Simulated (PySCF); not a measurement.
Geometries of 2 isomers of C3H6F3NSi, from PySCF 2.14.0, PBE0-D3(BJ)/def2-SVP geometry optimisation, gas phase. One conformer each, no zero-point energy, no frequencies.

Question: Which is lower in electronic energy at this level?
A.
```xyz
14
angstrom
C     -0.394   -1.556   -0.368
C     -0.563   -0.275   -0.028
Si     0.906    0.795    0.485
N      2.331    0.043   -0.146
C     -1.931    0.335   -0.039
F     -2.045    1.245   -1.016
F     -2.912   -0.556   -0.213
F     -2.173    0.974    1.115
H     -1.237   -2.196   -0.649
H      0.609   -1.994   -0.374
H      0.634    2.192    0.022
H      1.062    0.813    1.969
H      2.514    0.049   -1.143
H      3.194    0.117    0.379
```
B.
```xyz
14
angstrom
F     -3.429   -0.325   -0.472
C     -2.270   -0.437    0.178
F     -2.489   -0.098    1.456
F     -1.918   -1.726    0.166
C     -1.204    0.428   -0.445
C      0.127    0.288    0.238
N      1.194    0.115   -0.414
Si     2.788   -0.035    0.310
H     -1.099    0.168   -1.507
H     -1.550    1.473   -0.371
H      0.089    0.362    1.348
H      3.643    1.060   -0.230
H      2.741    0.055    1.808
H      3.355   -1.352   -0.097
```

Answer: A. That is `C=C([SiH2]N)C(F)(F)F`, 8.4 kcal/mol below the other.

```csv
SMILES,atoms numbered as above,E (Eh),relative (kcal/mol),relative (kJ/mol),dipole (D)
C=C([SiH2]N)C(F)(F)F,[CH2:1]=[C:2]([SiH2:3][NH2:4])[C:5]([F:6])([F:7])[F:8],-760.67650,0.0,0.0,3.40
FC(F)(F)C/C=N/[SiH3],[F:1][C:2]([F:3])([F:4])[CH2:5]/[CH:6]=[N:7]/[SiH3:8],-760.66307,8.4,35.3,1.48
```

As drawn, the lower has an N–H bond, an Si–C bond and a C=C bond outside aromatic rings, which the higher lacks; the higher has a C=N bond, which the lower lacks.
